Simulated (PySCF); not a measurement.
**Electron correlation in Tc³⁺ (technetium, charge +3)**

[Kr] 4d4, high-spin 5D determinant. Computed with PySCF 2.14 in aug-cc-pVDZ-PP with ECP28MDF (5s5p4d2f, 54 functions), with scalar relativity through the core potential. Frozen: 4s2 4p6; 4 electrons correlated.

```json
{"level": "CCSD", "correlation energy (mhartree)": "-27.61"}
{"level": "(T)", "correlation energy (mhartree)": "-0.08"}
{"level": "CCSD(T)", "correlation energy (mhartree)": "-27.69"}
```

Diagnostics: T1 = 0.0020, D1 = 0.0028, largest double amplitude 0.016.

Cost of the coupled-cluster step: roughly 0.5 core-seconds, for 4 correlated electrons.
